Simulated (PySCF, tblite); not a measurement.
Isomers of C4H8N2OSi, one GFN2-xTB conformer each. Single-point energies are computed at PBE0/pcSseg-1 (PySCF, gas phase, no added dispersion term), electronic only.

Task: Rank them by PBE0/pcSseg-1 energy, lowest first (kcal/mol).
A. `[H]/[N:8]=[CH:7]/[CH2:6][CH2:5][O:4][SiH2:3][C:2]#[N:1]` with C2–Si3–O4–C5 58°, Si3–O4–C5–C6 178°, O4–C5–C6–C7 -64°, C5–C6–C7–N8 -123°
B. `[CH3:1][c:2]1[cH:3][n:4]([SiH2:5][OH:6])[cH:7][n:8]1` with C3–N4–Si5–O6 169°, N4–Si5–O6–H -55°

Result: B (0.0), A (46.4).

As drawn, the lower has an aromatic ring and an O–H bond, which the higher lacks; the higher has a C≡N group, a C=N bond and an N–H bond, which the lower lacks. GFN2-xTB itself gives, in the same order: 0.0, 81.8. Both levels put the same isomer lowest.

Task: Which frontier levels, dipoles and rotational constants go with these structures?

Result: 
```
              SMILES  HOMO (eV, PBE0/pcSseg-1)  LUMO (eV)  dipole (D)       A, B, C (MHz)
   Cc1cn([SiH2]O)cn1                     -6.51       0.15        2.78  5683, 949.6, 830.3
[H]/N=C/CCO[SiH2]C#N                     -7.51      -1.04        3.17  5336, 649.5, 597.8
```

Task: What happens when harmonic zero-point energies from GFN2-xTB frequencies are added?

Result: 
```tsv
SMILES	ZPE (kcal/mol)	electronic (kcal/mol)	with ZPE (kcal/mol)
Cc1cn([SiH2]O)cn1	73.2	0.0	0.0
[H]/N=C/CCO[SiH2]C#N	72.1	46.4	45.3
```

The zero-point energies span 1.1 kcal/mol. The order is unchanged.
